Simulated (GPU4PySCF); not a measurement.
C9H14O3Si, SMILES CO[Si](OC)(OC)c1ccccc1.

The structure is a stationary point at ωB97X-D3(BJ)/def2-TZVP. The isomer is the one that the SMILES or the coordinates give; other isomers of the formula were not compared. Other conformers were not sampled.

The numbers are results of GPU4PySCF with ωB97X-D3(BJ)/def2-TZVP, not measurements.

Frequencies are harmonic and unscaled.

Computed vibrational spectrum:
| mode | ν (cm⁻¹) | IR (km/mol) | Raman (Å⁴/amu) | depolarisation | moving atoms (share of kinetic energy) |
|---|---|---|---|---|---|
| 1 | 17 | 0.0 | 6.0 | 0.75 | C 73 %, H 20 % |
| 2 | 49 | 0.0 | 2.2 | 0.75 | C 59 %, H 33 % |
| 3 | 56 | 0.0 | 0.7 | 0.75 | H 89 %, C 9 % |
| 4 | 66 | 0.6 | 0.4 | 0.75 | C 58 %, H 36 % |
| 5 | 71 | 1.5 | 0.1 | 0.46 | H 64 %, C 33 % |
| 6 | 75 | 0.0 | 0.0 | – | H 93 % |
| 7 | 78 | 1.6 | 0.1 | 0.73 | H 63 %, C 32 % |
| 8 | 89 | 0.1 | 0.3 | 0.63 | C 62 %, H 23 %, O 14 % |
| 9 | 117 | 2.8 | 1.6 | 0.75 | O 63 %, C 22 %, H 16 % |
| 10 | 131 | 2.1 | 0.5 | 0.32 | C 61 %, H 26 % |
| 11 | 177 | 16.3 | 0.2 | 0.75 | O 46 %, C 35 %, H 18 % |
| 12 | 186 | 8.9 | 1.8 | 0.75 | C 65 %, H 20 %, O 14 % |
| 13 | 267 | 2.2 | 0.2 | 0.75 | O 71 %, C 18 %, H 11 % |
| 14 | 277 | 1.2 | 2.9 | 0.18 | C 59 %, O 27 %, H 11 % |
| 15 | 299 | 9.2 | 1.0 | 0.65 | C 43 %, O 42 %, H 13 % |
| 16 | 355 | 8.8 | 1.2 | 0.34 | C 40 %, O 37 %, Si 15 %, H 9 % |
| 17 | 396 | 9.8 | 0.2 | 0.75 | O 54 %, C 19 %, Si 16 %, H 11 % |
| 18 | 407 | 0.0 | 0.0 | – | C 70 %, H 29 % |
| 19 | 495 | 88.6 | 2.0 | 0.03 | O 41 %, Si 37 %, C 16 % |
| 20 | 503 | 25.8 | 0.1 | 0.75 | C 62 %, H 18 %, O 15 % |
| 21 | 637 | 0.2 | 4.4 | 0.75 | C 92 %, H 8 % |
| 22 | 683 | 13.3 | 13.8 | 0.01 | C 61 %, O 29 %, H 8 % |
| 23 | 724 | 39.1 | 0.0 | – | H 51 %, C 49 % |
| 24 | 771 | 32.9 | 0.0 | – | H 53 %, C 46 % |
| 25 | 779 | 125.3 | 2.6 | 0.53 | C 39 %, Si 35 %, O 19 % |
| 26 | 856 | 81.1 | 0.2 | 0.75 | Si 49 %, O 24 %, C 19 % |
| 27 | 860 | 154.4 | 3.9 | 0.73 | Si 49 %, O 30 %, C 13 % |
| 28 | 893 | 0.1 | 0.0 | – | H 79 %, C 21 % |
| 29 | 966 | 0.0 | 0.1 | 0.75 | H 72 %, C 28 % |
| 30 | 1013 | 0.0 | 0.0 | – | H 73 %, C 27 % |
| 31 | 1022 | 0.0 | 0.0 | – | H 75 %, C 25 % |
| 32 | 1032 | 0.3 | 29.7 | 0.06 | C 92 %, H 8 % |
| 33 | 1068 | 0.5 | 19.4 | 0.05 | C 64 %, H 36 % |
| 34 | 1111 | 1.1 | 0.1 | 0.45 | H 59 %, C 41 % |
| 35 | 1135 | 450.3 | 2.3 | 0.75 | O 45 %, C 35 %, H 16 % |
| 36 | 1141 | 275.1 | 4.3 | 0.42 | O 47 %, C 35 %, H 15 % |
| 37 | 1159 | 2.1 | 6.5 | 0.03 | O 40 %, C 36 %, H 24 % |
| 38 | 1171 | 90.2 | 10.7 | 0.10 | C 67 %, H 27 % |
| 39 | 1181 | 2.9 | 3.6 | 0.69 | H 81 %, C 19 % |
| 40 | 1192 | 1.0 | 0.3 | 0.75 | H 78 %, C 18 % |
| 41 | 1193 | 0.3 | 6.7 | 0.75 | H 77 %, C 18 % |
| 42 | 1195 | 1.1 | 0.6 | 0.51 | H 77 %, C 18 % |
| 43 | 1218 | 47.9 | 3.1 | 0.63 | H 79 %, C 15 % |
| 44 | 1221 | 39.8 | 3.9 | 0.66 | H 70 %, C 17 %, O 12 % |
| 45 | 1222 | 141.0 | 1.1 | 0.75 | H 61 %, C 19 %, O 18 % |
| 46 | 1229 | 20.4 | 3.3 | 0.75 | H 53 %, O 25 %, C 21 % |
| 47 | 1298 | 0.5 | 0.1 | 0.63 | C 83 %, H 17 % |
| 48 | 1365 | 2.3 | 0.7 | 0.68 | H 72 %, C 28 % |
| 49 | 1483 | 14.5 | 0.9 | 0.68 | C 57 %, H 43 % |
| 50 | 1494 | 0.4 | 2.4 | 0.51 | H 87 %, C 11 % |
| 51 | 1494 | 0.0 | 0.8 | 0.74 | H 88 %, C 10 % |
| 52 | 1496 | 0.0 | 4.8 | 0.72 | H 88 %, C 11 % |
| 53 | 1508 | 8.2 | 8.4 | 0.75 | H 96 % |
| 54 | 1510 | 10.5 | 0.9 | 0.73 | H 96 % |
| 55 | 1510 | 0.3 | 17.1 | 0.75 | H 96 % |
| 56 | 1511 | 6.4 | 2.6 | 0.56 | H 96 % |
| 57 | 1512 | 3.3 | 14.0 | 0.75 | H 96 % |
| 58 | 1516 | 1.8 | 9.4 | 0.74 | H 95 % |
| 59 | 1544 | 0.5 | 0.3 | 0.16 | C 59 %, H 41 % |
| 60 | 1656 | 0.2 | 6.0 | 0.75 | C 89 %, H 11 % |
| 61 | 1683 | 7.2 | 24.7 | 0.65 | C 90 %, H 10 % |
| 62 | 3035 | 90.4 | 4.4 | 0.73 | H 97 % |
| 63 | 3037 | 7.8 | 223.7 | 0.00 | H 97 % |
| 64 | 3042 | 66.4 | 140.6 | 0.00 | H 97 % |
| 65 | 3098 | 0.9 | 23.5 | 0.75 | H 90 %, C 10 % |
| 66 | 3098 | 68.3 | 48.2 | 0.74 | H 90 %, C 10 % |
| 67 | 3106 | 34.4 | 51.0 | 0.75 | H 90 %, C 10 % |
| 68 | 3138 | 23.3 | 104.4 | 0.75 | H 91 %, C 9 % |
| 69 | 3138 | 55.9 | 88.5 | 0.74 | H 91 %, C 9 % |
| 70 | 3138 | 16.7 | 78.3 | 0.18 | H 91 %, C 9 % |
| 71 | 3180 | 3.1 | 35.0 | 0.48 | H 92 %, C 8 % |
| 72 | 3192 | 0.3 | 69.8 | 0.71 | H 92 % |
| 73 | 3202 | 8.4 | 87.1 | 0.72 | H 92 %, C 8 % |
| 74 | 3212 | 20.5 | 23.8 | 0.49 | H 91 %, C 9 % |
| 75 | 3220 | 15.7 | 298.6 | 0.11 | H 91 %, C 9 % |
